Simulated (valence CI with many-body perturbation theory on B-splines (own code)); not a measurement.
## Forbidden lines of Pb10+

Calculated by configuration interaction combined with many-body perturbation theory (CI+MBPT): four valence electrons over a frozen Dirac-Fock core [Xe] 4f14, radial functions for each j: 9 s, 9 p, 10 d, 8 f, 5 g, 3 h, 1 i, with the one-electron correlation potential Σ1 (screened to all orders), the two-electron term Σ2, the three-electron term Σ3, Breit, model QED; selected single and double excitations, second order for the rest, scaled by the run's own slope (own B-spline code, finite nucleus).

No measured levels were compared; by estimate terms of the open shell hold to 2 to 4 % of their energy, and close levels can change places. Core correlation moves these levels by up to 16000 cm⁻¹, and in measured spectra 5 to 20 % of such shifts remained as error; rates that hang on mixing are uncertain with them. The list stops below the first excitations out of the core. Only levels of the ground parity were solved; by the run's estimate the other parity begins above the list, which can be wrong where configurations are misplaced.

Lines 1 to 50 of 120 in falling wavelength, among levels below 49.677 eV, chosen from the decays that carry over 1 % of a level's rate. Wavelengths and rates use the calculated energies, so an error of 2000 cm⁻¹ moves a line at 1990 nm by 40 % and its rate by three times that or more. Electric multipoles are in the length gauge, E1 and E2 with the static RPA response of the core. Weak lines are less certain than strong ones. Lines between different terms over intervals too small for the method are left out, as are lines whose strength nearly cancels. Branching is blank where the lifetime is uncertain.

Levels are named by their leading jj configuration (3d3/2^4 stands for four electrons in 3d with j = 3/2), which in mixed levels can hold well under half, so a name can repeat and another be missing. Letters in brackets count levels of one name in rising energy.

```
λ vac (nm)                      Upper                      Lower  Type   A (s⁻¹)  Branch %
      2450      (5d3/2^2 5d5/2^2) J=6      (5d3/2^2 5d5/2^2) J=5    M1  6.51e-01      93.9
      1990        (5d3/2^3 5d5/2) J=4        (5d3/2^3 5d5/2) J=2    E2  6.70e-06          
      1758        (5d3/2^3 5d5/2) J=3        (5d3/2^3 5d5/2) J=2    M1  5.56e+00      99.8
      1284  (5d3/2^2 5d5/2^2) J=2 [b]      (5d3/2^2 5d5/2^2) J=1    M1  4.74e+00       4.7
      1160      (5d3/2^2 5d5/2^2) J=5  (5d3/2^2 5d5/2^2) J=4 [a]    M1  7.43e+00       5.2
      1123  (5d3/2^2 5d5/2^2) J=4 [b]      (5d3/2^2 5d5/2^2) J=5    M1  1.06e+00       1.3
     926.5        (5d3/2^3 5d5/2) J=2        (5d3/2^3 5d5/2) J=1    M1  4.72e+01      99.7
     760.1      (5d3/2^2 5d5/2^2) J=1  (5d3/2^2 5d5/2^2) J=0 [a]    M1  3.43e+01       6.2
     730.7  (5d3/2^2 5d5/2^2) J=4 [b]  (5d3/2^2 5d5/2^2) J=3 [a]    M1  2.90e+01      35.9
     689.6  (5d3/2^2 5d5/2^2) J=2 [b]  (5d3/2^2 5d5/2^2) J=2 [a]    M1  2.05e+01      20.2
     673.1  (5d3/2^2 5d5/2^2) J=4 [c]    (5d3/2 5d5/2^3) J=4 [a]    M1  8.23e+00       1.9
     663.9    (5d3/2 5d5/2^3) J=3 [c]        (5d3/2 5d5/2^3) J=2    M1  3.64e+01       6.5
     657.6  (5d3/2^2 5d5/2^2) J=3 [b]  (5d3/2^2 5d5/2^2) J=3 [a]    M1  4.90e+00       1.8
     645.6    (5d3/2 5d5/2^3) J=1 [b]        (5d3/2 5d5/2^3) J=2    M1  1.46e+01       1.5
     604.8    (5d3/2 5d5/2^3) J=3 [a]  (5d3/2^2 5d5/2^2) J=4 [b]    M1  1.79e+01       1.8
     588.6  (5d3/2^2 5d5/2^2) J=4 [a]        (5d3/2^3 5d5/2) J=3    M1  3.51e+01      16.7
     570.6  (5d3/2^2 5d5/2^2) J=4 [b]  (5d3/2^2 5d5/2^2) J=4 [a]    M1  1.03e+01      12.7
     566.6  (5d3/2^2 5d5/2^2) J=4 [a]        (5d3/2^3 5d5/2) J=4    M1  1.75e+02      83.3
     565.5        (5d3/2^3 5d5/2) J=1              (5d3/2^4) J=0    M1  1.79e+02     100.0
     547.2    (5d3/2 5d5/2^3) J=1 [b]        (5d3/2 5d5/2^3) J=0    M1  2.04e+01       2.0
     532.6    (5d3/2 5d5/2^3) J=3 [b]    (5d3/2 5d5/2^3) J=3 [a]    M1  2.97e+01       4.3
     525.0  (5d3/2^2 5d5/2^2) J=3 [b]  (5d3/2^2 5d5/2^2) J=4 [a]    M1  3.74e+00       1.4
     517.3    (5d3/2 5d5/2^3) J=4 [a]      (5d3/2^2 5d5/2^2) J=5    M1  2.90e+01       4.2
     491.0    (5d3/2 5d5/2^3) J=3 [b]  (5d3/2^2 5d5/2^2) J=2 [c]    M1  8.84e+00       1.3
     486.5        (5d3/2 5d5/2^3) J=2  (5d3/2^2 5d5/2^2) J=2 [c]    M1  9.42e+01      11.2
     480.1  (5d3/2^2 5d5/2^2) J=3 [a]        (5d3/2^3 5d5/2) J=3    M1  1.61e+02      53.5
     465.9    (5d3/2 5d5/2^3) J=1 [a]  (5d3/2^2 5d5/2^2) J=2 [b]    M1  6.41e+01       4.8
     465.3  (5d3/2^2 5d5/2^2) J=3 [a]        (5d3/2^3 5d5/2) J=4    M1  4.76e+00       1.6
     462.8  (5d3/2^2 5d5/2^2) J=2 [c]      (5d3/2^2 5d5/2^2) J=1    M1  1.69e+01       2.0
     455.8        (5d3/2 5d5/2^3) J=5  (5d3/2^2 5d5/2^2) J=4 [b]    M1  1.43e+02      33.2
     450.7    (5d3/2 5d5/2^3) J=1 [b]  (5d3/2^2 5d5/2^2) J=2 [d]    M1  1.36e+02      13.6
     420.8  (5d3/2^2 5d5/2^2) J=4 [c]  (5d3/2^2 5d5/2^2) J=3 [b]    M1  1.85e+01       4.3
     414.7    (5d3/2 5d5/2^3) J=4 [a]  (5d3/2^2 5d5/2^2) J=3 [a]    M1  5.07e+01       7.4
     395.6    (5d3/2 5d5/2^3) J=3 [c]  (5d3/2^2 5d5/2^2) J=4 [c]    M1  1.42e+02      25.2
     395.5  (5d3/2^2 5d5/2^2) J=4 [c]  (5d3/2^2 5d5/2^2) J=4 [b]    M1  4.97e+00       1.1
     380.6      (5d3/2^2 5d5/2^2) J=5        (5d3/2^3 5d5/2) J=4    M1  1.36e+02      94.8
     377.1  (5d3/2^2 5d5/2^2) J=3 [a]        (5d3/2^3 5d5/2) J=2    M1  1.35e+02      44.8
     373.7        (5d3/2 5d5/2^3) J=5      (5d3/2^2 5d5/2^2) J=6    M1  8.59e+01      19.9
     372.8  (5d3/2^2 5d5/2^2) J=2 [a]        (5d3/2^3 5d5/2) J=2    M1  1.45e+02      26.3
     366.6  (5d3/2^2 5d5/2^2) J=2 [d]  (5d3/2^2 5d5/2^2) J=3 [b]    M1  1.11e+02      31.1
     361.3  (5d3/2^2 5d5/2^2) J=2 [d]  (5d3/2^2 5d5/2^2) J=2 [b]    M1  1.07e+02      29.8
     357.8    (5d3/2 5d5/2^3) J=4 [a]  (5d3/2^2 5d5/2^2) J=4 [a]    M1  4.59e+02      66.8
     353.1  (5d3/2^2 5d5/2^2) J=2 [c]  (5d3/2^2 5d5/2^2) J=2 [a]    M1  6.57e+01       7.8
     352.2    (5d3/2 5d5/2^3) J=1 [b]    (5d3/2 5d5/2^3) J=1 [a]    M1  3.20e+01       3.2
     346.5        (5d3/2 5d5/2^3) J=6      (5d3/2^2 5d5/2^2) J=6    M1  1.83e+02      43.7
     341.8    (5d3/2 5d5/2^3) J=1 [a]      (5d3/2^2 5d5/2^2) J=1    M1  2.41e+02      18.0
     334.3    (5d3/2 5d5/2^3) J=3 [a]  (5d3/2^2 5d5/2^2) J=2 [a]    M1  4.07e+02      41.3
     330.9    (5d3/2 5d5/2^3) J=3 [a]  (5d3/2^2 5d5/2^2) J=3 [a]    M1  3.49e+02      35.4
     329.4      (5d3/2^2 5d5/2^2) J=6        (5d3/2^3 5d5/2) J=4    E2  4.20e-02       6.1
     325.8    (5d3/2 5d5/2^3) J=4 [b]        (5d3/2 5d5/2^3) J=5    M1  3.10e+01       2.3
```
